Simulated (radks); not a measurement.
Values are calculated unless marked as measured or tabulated.
Valence configurations of Co+ (all share [Ar]). Code: a radial shooting solver on a logarithmic mesh with Libxc functionals. Model: non-relativistic Kohn-Sham, PBE, spin-unpolarised, spherical densities, point nucleus. Energies are relative to 3d8; eigenvalues in eV.

valence,E (eV),e(3d),e(4p),e(4s)
3d8,0.000,-12.320,-,-
3d7 4s1,2.933,-17.201,-,-12.566
3d7.5 4p0.5,3.497,-15.353,-7.286,-
3d7 4s0.5 4p0.5,5.507,-17.942,-7.839,-13.022
3d7 4p1,8.116,-18.661,-8.209,-
3d6 4s2,9.593,-23.199,-,-14.357
3d6 4p2,21.250,-25.959,-9.984,-
3d5 4s2 4p1,27.283,-31.481,-10.512,-16.937
3d4 4s2 4p2,51.770,-40.357,-12.242,-19.355

NIST lists [Ar] 3d8 as the ground configuration; this level of theory agrees among the configurations tried. The energies are those of spherical spin-averaged densities, not of single terms.
